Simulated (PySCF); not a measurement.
PySCF 2.14 output of an unrestricted PBE0 calculation on a single atom or ion in aug-cc-pVDZ-DK, with the spin-free X2C one-electron Hamiltonian (Gaussian nucleus):

```
SCF conv_tol = 1e-09
number electrons alpha = 10  beta = 5
    C. Adamo and V. Barone.,  J. Chem. Phys. 110, 6158 (1999)
    M. Ernzerhof and G. E. Scuseria.,  J. Chem. Phys. 110, 5029 (1999)
cycle= 1 E= -459.01147741212  delta_E= -0.00154  |g|= 0.00404  |ddm|= 0.139
cycle= 2 E= -459.011481620912  delta_E= -4.21e-06  |g|= 0.000356  |ddm|= 0.0083
cycle= 3 E= -459.011481669068  delta_E= -4.82e-08  |g|= 3.6e-05  |ddm|= 0.000432
cycle= 4 E= -459.011481670302  delta_E= -1.23e-09  |g|= 3.55e-06  |ddm|= 0.000214
cycle= 5 E= -459.011481670308  delta_E= -6.03e-12  |g|= 1.43e-07  |ddm|= 8.82e-06
converged SCF energy = -459.011481670308  <S^2> = 8.7500008  2S+1 = 6.0000003
```

The run itself started from symmetry-adapted Hartree-Fock orbitals and held the occupation by maximum overlap, on a logarithmic radial grid, so the iterations belong to that start.

Problem. Which element, charge and spin multiplicity is this?

Solution. Cl²⁺ (chlorine, charge +2), multiplicity 6; the state was [Ne] 3s1 3p3 3d1, high-spin 6D determinant (an excited configuration).

The outer electron is Rydberg-like, and this basis confines it to a smaller radius and binds it less than a complete one would.
